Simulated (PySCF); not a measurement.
Mg(Me)(OH) (CH₄MgO), SMILES [CH3][Mg][OH]. Geometry optimised at PBE0-D3(BJ)/def2-TZVP. One conformer was computed; it need not be the lowest.

The numbers are results of PBE0-D3(BJ)/def2-TZVP (PySCF), not measurements.

Harmonic wavenumbers (cm⁻¹): 83, 83, 143, 143, 488, 579, 579, 818, 1149, 1443, 1443, 3034, 3116, 3116, 4086. Rotational constants (GHz): 161.5, 3.921, 3.921; symmetry number 3.

Problem. Work out the zero-point energy and the ideal-gas rigid-rotor harmonic-oscillator thermochemistry at 298.15 K and 1 atm.

Solution. ZPE = ½ Σ hcν = ½ × 20302 cm⁻¹ = 29.02 kcal/mol. H − E(el) = 33.61 kcal/mol. Entropy in cal/(mol K): translation 38.01, rotation 20.20, vibration 15.11, total 73.32. G − E(el) = 11.75 kcal/mol. Cp = 20.17 cal/(mol K). Modes under 150 cm⁻¹ make the vibrational entropy uncertain.
